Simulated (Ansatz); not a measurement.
System: BrCl, net charge 1, doublet state. SMILES of the parent species: ClBr

Atoms: Cl1, Br2. Bonds: Cl1-Br2.

Bond lengths (Å) and angles (degrees) optimised at HF/STO-3G with Ansatz (a quantum-chemistry and plane-wave program); PBE/6-31G* with LANL2DZ past Ar with Ansatz; B3LYP/LANL2DZ with Ansatz, each started from the B3LYP-D3(BJ)/def2-TZVP structure (Ansatz) of the last column. A row stands for all coordinates that are equal there. 6-31G* holds six Cartesian d functions.

```json
[
 {"coordinate": "Cl1-Br2", "HF/STO-3G": "2.196", "PBE/6-31G* with LANL2DZ past Ar": "2.185", "B3LYP/LANL2DZ": "2.288", "B3LYP-D3(BJ)/def2-TZVP": "2.068"}
]
```

Mean signed difference of all 1 bond lengths from B3LYP-D3(BJ)/def2-TZVP: HF/STO-3G 0.128 Å, PBE/6-31G* with LANL2DZ past Ar 0.117 Å, B3LYP/LANL2DZ 0.220 Å.
